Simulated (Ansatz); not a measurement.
`BBCl` + `OC[SiH2]Br` → `BOC[SiH2]Br` + `BCl`  (cleavage of the B–B bond)

Computed with Ansatz on PBE0-D4/def2-TZVP structures; ΔE is electronic, products minus reactants. CBS: MP2 limit from def2 TZ/QZ plus the TZ coupled-cluster correction, frozen cores. This one scheme is used for every species. For Br outer-core shells are correlated without core-valence functions, which leaves a few kJ/mol of doubt a bond. Scalar relativity is left out up to krypton. Each species was taken in one conformer, which may not be the lowest.

| species | CCSD(T)/CBS(def2) energy (Eh) |
| --- | --- |
| `BBCl` | -511.15624 |
| `OC[SiH2]Br` | -2978.66534 |
| `BOC[SiH2]Br` | -3004.09319 |
| `BCl` | -485.78909 |

Problem. Work out ΔE.

Solution. ΔE = (-3004.09319) + (-485.78909) − (-511.15624) − (-2978.66534) = -0.06070 Eh = -1.65 eV.

Largest T1 diagnostic among the species: 0.012.

The D4 term adds −0.03 eV with B3LYP and −0.02 eV with PBE0; it sums over pairs of atoms, weighted by their polarisabilities, and B3LYP, whose exchange is more repulsive, gets the larger term.

B3LYP here is the variant with VWN-RPA as its local correlation; programs differ in this.
